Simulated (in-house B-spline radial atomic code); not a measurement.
The numbers below are computed, except where a source is named.
## Correlation energy from the adiabatic connection: −Z exp(−kr)/r, Z = 7.24, k = 0.0802

Two electrons in a singlet, external potential −Z exp(−kr)/r, Z = 7.24, k = 0.0802 (atomic units). Full CI in B-splines (partial waves to l = 8, correlation up to 0.6 % small) with the density held fixed gives W(λ) = <V_ee>_λ − U, and E_c is the integral of W(λ) − W(0) from 0 to 1.

```csv
λ,W(λ) − W(0) (hartree)
0,0.00000
0.02,-0.00187
0.05,-0.00466
0.12,-0.01114
0.25,-0.02305
0.4,-0.03659
0.6,-0.05431
0.8,-0.07168
1,-0.08869
```

Integrate the table by the trapezoid rule.

The strips give -0.00002, -0.00010, -0.00055, -0.00222, -0.00447, -0.00909, -0.01260, -0.01604, which sum to -0.04509 hartree. The direct value, W(1) − W(0) + T_c with T_c = 0.04358, is -0.04511; the curve is convex, so chords lie above it and the trapezoids fall short in size by 0.05 %.

Now use only three numbers: W(0) = -4.3017, the initial slope W'(0) = -0.09341 (extrapolated from the first points) and the strong-coupling limit of the point-charge-plus-continuum model, W∞ = -6.1081. What do second-order theory and the interpolation W(λ) = W∞ + (W(0) − W∞)/√(1 + 2χλ) of Seidl, Perdew and Levy give?

Second order keeps the slope alone: E_c = W'(0)/2 = -0.04671, +4 % in size against -0.04511. Matching the slope fixes χ = W'(0)/(W∞ − W(0)) = -0.09341/(-1.80640) = 0.05171. Integrating, with s = √(1 + 2χ) = 1.050439, E_c = −(W(0) − W∞)(s − 1)/(s + 1) = −1.80640 × 0.050439/2.050439 = -0.04444 hartree, -1.5 % in size against the full result. At λ = 1 the formula gives W − W(0) = -0.08674 against -0.08869. Part of the miss can come from the model's W∞.
